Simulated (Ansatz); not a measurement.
Relaxation of CH5AlBrCl (9 atoms, charge 0, multiplicity 1), to a largest force component of 0.03 eV/Å in at most 50 steps.

Computed with Ansatz 0.2.0, RKS B3LYP-D4/def2-SVP.

```xyz
9
Properties=species:S:1:pos:R:3:forces:R:3
Al -0.062 0.884 -0.003 -0.26 -0.13 -0.47
Br 3.062 -1.064 0.421 -0.59 0.49 0.50
C -1.360 -0.522 -0.343 -0.05 -0.03 -0.01
Cl 0.309 2.402 -1.425 0.00 0.02 -0.03
H 2.193 -0.239 1.289 0.55 -0.46 -0.53
H 0.726 1.001 1.319 0.29 0.08 0.56
H -0.964 -1.247 -1.076 0.01 0.01 0.00
H -1.598 -1.080 0.578 0.01 -0.01 -0.01
H -2.306 -0.135 -0.760 0.03 0.03 -0.01
```

Problem. Where does it end, and by what steps?

Solution. It converged. The force dipped under the threshold on the way, but the program's further checks kept it going. After 29 steps the energy has fallen by 0.193 eV; Br2 moved furthest, 0.89 Å.

| step | energy less start (eV) | largest force component (eV/Å) | accepted |
| --- | --- | --- | --- |
| 0 | 0.0000 | 0.590 | yes |
| 2 | -0.0390 | 0.258 | no |
| 4 | -0.0733 | 0.194 | yes |
| 6 | -0.0937 | 0.858 | yes |
| 8 | -0.1665 | 0.308 | yes |
| 10 | -0.1770 | 0.234 | yes |
| 12 | -0.1827 | 0.110 | no |
| 14 | -0.1855 | 0.022 | yes |
| 16 | -0.1864 | 0.049 | yes |
| 18 | -0.1872 | 0.085 | yes |
| 20 | -0.1892 | 0.034 | yes |
| 22 | -0.1880 | 0.095 | no |
| 24 | -0.1902 | 0.058 | yes |
| 26 | -0.1910 | 0.070 | yes |
| 28 | -0.1911 | 0.187 | no |
| 29 | -0.1927 | 0.029 | yes |

```xyz
9
Properties=species:S:1:pos:R:3
Al -0.043 0.808 0.137
Br 2.178 -1.031 0.439
C -1.315 -0.577 -0.379
Cl 0.796 2.030 -1.400
H 3.009 -0.044 1.061
H 0.151 1.365 1.605
H -1.025 -1.088 -1.313
H -1.445 -1.340 0.408
H -2.306 -0.123 -0.558
```

Whether the end is a true minimum wasn't checked by a vibrational analysis.

The run took 100 s on 2 threads of Arm Neoverse V1, with other jobs on the host, peak memory 0.25 GiB.
